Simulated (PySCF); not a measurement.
Electron correlation in As³⁺ (arsenic, charge +3)

[Ar] 3d10 4s2, closed-shell 1S. All numbers are calculated (PySCF 2.14, the spin-free X2C one-electron Hamiltonian (Gaussian nucleus), in x2c-QZVPPall (11s8p5d4f1g, 97 functions)). Frozen: [Ar] 3d10; 2 electrons correlated.

With two correlated electrons CCSD is exact within the correlated space (frozen core and kept virtual orbitals).

```
level  correlation energy (mhartree)
 CCSD                         -42.55
```

Diagnostics: T1 = 0.0037, D1 = 0.0052, largest double amplitude 0.099.

Cost of the coupled-cluster step: of the order of 3 core-seconds, for 2 correlated electrons.
